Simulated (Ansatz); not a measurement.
`[CH3][GeH2][SH]`. Charge 0, multiplicity 1.

Z-matrix (Å, degrees):
```
C
Ge 1 1.945
H 1 1.090 2 110.0
H 1 1.091 2 110.0 3 119.9
H 1 1.090 2 110.0 3 -120.1
S 2 2.231 1 105.6 3 60.1
H 2 1.541 1 111.7 3 178.9
H 2 1.541 1 111.7 3 -58.7
H 6 1.343 2 95.0 1 -179.9
```

(1) What are the harmonic wavenumbers in cm⁻¹ at PBE0-D4/def2-TZVP (Ansatz, finite differences of forces, unscaled)? (An estimate is asked.)

(2) Is this a minimum?

(3) Give the ideal-gas thermochemistry at 298.15 K and 1 bar (rigid rotor, harmonic oscillator; point group Cs, symmetry number 1).

Results:

(1) Computed: 122, 133, 153, 402, 454, 609, 614, 647, 775, 848, 863, 885, 1267, 1453, 1457, 2135, 2137, 2717, 3067, 3159, 3164.

(2) Yes, all 21 modes are real.

(3) Zero-point energy 161.9 kJ/mol; H(298) − E = 180.5 kJ/mol; entropy 327.9 J/(mol·K), of which translation 168.8, rotation 107.4, vibration 51.7; G(298) − E = 82.7 kJ/mol.
